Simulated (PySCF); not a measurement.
IRb, singlet, geometry from GFN2-xTB (such geometries of metal compounds can be far from the true shape) (core potentials on I, Rb). Base run: PBE/def2-SVP in PySCF.

Here is a job for PySCF.
```python
from pyscf import gto, scf, dft

mol = gto.M(
    atom='''
Rb   -0.00000000   -0.00000000   -1.91534858
I     0.00000000    0.00000000    1.33713014
''',
    basis='def2-svp',
    ecp={'I': 'def2-svp', 'Rb': 'def2-svp'},
    verbose=5,
)

mf = dft.RKS(mol)
mf.xc = 'pbe'
mf.kernel()
mf.analyze()
```

The base run was repeated with changes; each row names its change, and settings that it needs were set with it.

| change | basis functions | E (Eh) | HOMO (eV) | HOMO-LUMO gap (eV) | dipole (D) |
|---|---|---|---|---|---|
| base | 50 | -321.86002 | -4.25 | 2.19 | 11.34 |
| basis = Sapporo-DKH3-DZP-2012; relativity = spin-free X2C (without ecp={'I': 'def2-svp', 'Rb': 'def2-svp'}) | 87 | -10095.54311 | -4.26 | 2.11 | 12.06 |
| basis = x2c-SVPall; relativity = none (without ecp={'I': 'def2-svp', 'Rb': 'def2-svp'}) | 86 | -9645.32405 | -4.98 | 3.04 | 11.95 |
| basis = jorge-DZP-DKH; relativity = spin-free X2C; nucleus = Gaussian (with nucmod='G'; without ecp={'I': 'def2-svp', 'Rb': 'def2-svp'}) | 84 | -10089.87283 | -4.07 | 1.91 | 11.65 |
| basis = jorge-DZP-DKH; relativity = none (without ecp={'I': 'def2-svp', 'Rb': 'def2-svp'}) | 84 | -9770.27899 | -4.20 | 2.12 | 12.19 |
| basis = jorge-DZP-DKH; relativity = spin-free X2C (without ecp={'I': 'def2-svp', 'Rb': 'def2-svp'}) | 84 | -10090.10087 | -4.07 | 1.91 | 11.65 |
| basis = Sapporo-DKH3-DZP-2012; relativity = none (without ecp={'I': 'def2-svp', 'Rb': 'def2-svp'}) | 87 | -9598.05186 | -4.78 | 2.74 | 12.93 |
| basis = Sapporo-DKH3-DZP-2012; relativity = spin-free X2C; nucleus = Gaussian (with nucmod='G'; without ecp={'I': 'def2-svp', 'Rb': 'def2-svp'}) | 87 | -10095.30644 | -4.26 | 2.11 | 12.06 |
| basis = x2c-SVPall; relativity = spin-free X2C; nucleus = Gaussian (with nucmod='G'; without ecp={'I': 'def2-svp', 'Rb': 'def2-svp'}) | 86 | -10094.78544 | -4.24 | 2.22 | 10.61 |
| basis = x2c-SVPall; relativity = spin-free X2C (without ecp={'I': 'def2-svp', 'Rb': 'def2-svp'}) | 86 | -10094.98670 | -4.24 | 2.22 | 10.61 |

Absolute energies of different levels of theory aren't comparable as measures of quality.

Basis sets contracted for a relativistic Hamiltonian are a mismatch without it, so the rows without relativity aren't non-relativistic limits. No row has spin-orbit coupling; sets with core potentials leave out the core electrons.
